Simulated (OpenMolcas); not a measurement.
# Ge: input and output

Input:

```
&GATEWAY
Coord
1

Ge 0.0 0.0 0.0
Basis=ANO-R1
Group=XYZ
NoMove
AngMom=0.0 0.0 0.0
AMFI
&SEWARD
* reference wave functions (RASSCF and RASSI steps not shown): 2 electrons in 3 orbitals (4p)
>>> COPY JOB001 $Project.JobIph
&CASPT2
Multistate=3 1 2 3
NoMult
Frozen=2 3
IPEA=0.15
Imaginary=0.2
MaxIter=60
WThr=0.0 0.3 0.05
PrWF=0.5
NoMix
>>> COPY JOB002 $Project.JobIph
&CASPT2
Multistate=6 1 2 3 4 5 6
NoMult
Frozen=2 3
IPEA=0.15
Imaginary=0.2
MaxIter=60
WThr=0.0 0.3 0.05
PrWF=0.5
NoMix
```

Launched by
```bash
OMP_NUM_THREADS=1 MOLCAS_MEM=2252 MOLCAS_PROJECT=a pymolcas a.inp > a.log  # once for each step of the input, in one work folder
```

Output, cut to the results:

```
--- CASPT2 ---
Orbital specifications:
      -----------------------

      Symmetry species                           1   2
                                                ag  au
      Frozen orbitals                            2   3
      Inactive orbitals                          7   3
      Active orbitals                            0   3
      Secondary orbitals                        11  10
      Deleted orbitals                           0   0
      Number of basis functions                 20  19
Type of calculation                        SS-CASPT2
      Fock operator                              state-specific
      IPEA shift                                 0.15
      Real shift                                 0.00
      Imaginary shift                            0.20
      The input orbitals will be transformed to quasi-canonical
Reference energy:       -2097.1082110417
      E2 (Non-variational):      -0.5042347990
      Shift correction:          -0.0009404925
      E2 (Variational):          -0.5051752915
      Total energy:           -2097.6133863333
      Residual norm:              0.0000006983
      Reference weight:           0.93627
      Contributions to the CASPT2 correlation energy
      Active & Virtual Only:         -0.0042950604
      One Inactive Excited:          -0.0406160261
      Two Inactive Excited:          -0.4593237126
Reference energy:       -2097.1082110417
      E2 (Non-variational):      -0.5042347990
      Shift correction:          -0.0009404925
      E2 (Variational):          -0.5051752915
      Total energy:           -2097.6133863333
      Residual norm:              0.0000006983
      Reference weight:           0.93627
      Contributions to the CASPT2 correlation energy
      Active & Virtual Only:         -0.0042950604
      One Inactive Excited:          -0.0406160261
      Two Inactive Excited:          -0.4593237126
::    CASPT2 Root  1     Total energy:  -2097.61338633
::    CASPT2 Root  2     Total energy:  -2097.61338633
::    CASPT2 Root  3     Total energy:  -2097.61338633
--- CASPT2 ---
Orbital specifications:
      -----------------------

      Symmetry species                           1   2
                                                ag  au
      Frozen orbitals                            2   3
      Inactive orbitals                          7   3
      Active orbitals                            0   3
      Secondary orbitals                        11  10
      Deleted orbitals                           0   0
      Number of basis functions                 20  19
Type of calculation                        SS-CASPT2
      Fock operator                              state-specific
      IPEA shift                                 0.15
      Real shift                                 0.00
      Imaginary shift                            0.20
      The input orbitals will be transformed to quasi-canonical
Reference energy:       -2097.0684616730
      E2 (Non-variational):      -0.5086203854
      Shift correction:          -0.0011022846
      E2 (Variational):          -0.5097226700
      Total energy:           -2097.5781843430
      Residual norm:              0.0000008202
      Reference weight:           0.93262
      Contributions to the CASPT2 correlation energy
      Active & Virtual Only:         -0.0058432433
      One Inactive Excited:          -0.0431827475
      Two Inactive Excited:          -0.4595943945
Reference energy:       -2097.0684616730
      E2 (Non-variational):      -0.5086445208
      Shift correction:          -0.0011026831
      E2 (Variational):          -0.5097472038
      Total energy:           -2097.5782088768
      Residual norm:              0.0000008236
      Reference weight:           0.93261
      Contributions to the CASPT2 correlation energy
      Active & Virtual Only:         -0.0058431718
      One Inactive Excited:          -0.0431838383
      Two Inactive Excited:          -0.4596175106
::    CASPT2 Root  1     Total energy:  -2097.57818434
::    CASPT2 Root  2     Total energy:  -2097.57820888
::    CASPT2 Root  3     Total energy:  -2097.57808459
::    CASPT2 Root  4     Total energy:  -2097.57790126
::    CASPT2 Root  5     Total energy:  -2097.57820736
::    CASPT2 Root  6     Total energy:  -2097.53051274
```

Levels above the lowest, from the spin-orbit matrix with the single-state CASPT2 energies, averaged by term, on its diagonal:

| Configuration | Term | J | E (cm-1) | Measured (cm-1) | g | Term weight % |
| --- | --- | --- | --- | --- | --- | --- |
| 4s2 4p2 | 3P | 0 | 0.0 | 0.0 |  | 100 |
| 4s2 4p2 | 3P | 1 | 457 | 557 | 1.501 | 100 |
| 4s2 4p2 | 3P | 2 | 1200 | 1410 | 1.498 | 99 |
| 4s2 4p2 | 1D | 2 | 8630 | 7125 | 1.003 | 99 |
| 4s2 4p2 | 1S | 0 | 19100 | 16367 |  | 100 |

Against the 4 measured excited levels shown (NIST Handbook of Basic Atomic Spectroscopic Data) the mean absolute deviation is 1100 cm-1; the largest miss in energy is 4s2 4p2 1S0: computed 19100, measured 16367 cm-1 (+16.7 %), and the largest in proportion 4s2 4p2 1D2 (+21.1 %).

CASPT2 breaks the degeneracy within a term, and the mean is taken; among the terms shown or strongly mixed into the levels shown the widest spread is 68 cm-1 (4s2 4p2 1D). Terms from blocks run as CI alone lack orbitals of their own. With the s shell closed, the reference lacks s² → p² mixing. Some terms miss by over 15 % even with CASPT2, which points to a basis or an active space too small for the shells correlated. Measured partners are found by configuration, term and J. A level has none where our copy of the source lacks it or the pairing is in doubt (some pairs that miss far off the trend of their configuration count as doubtful), and it then counts in no deviation. Levels of configurations outside the active space are missing.

The CASPT2 steps took 0.93 s on 1 thread of Arm Neoverse V2, with other jobs on the host; the integral step is not counted.

The term weight is that of the spin-free term in the level, not the purity of its configuration.
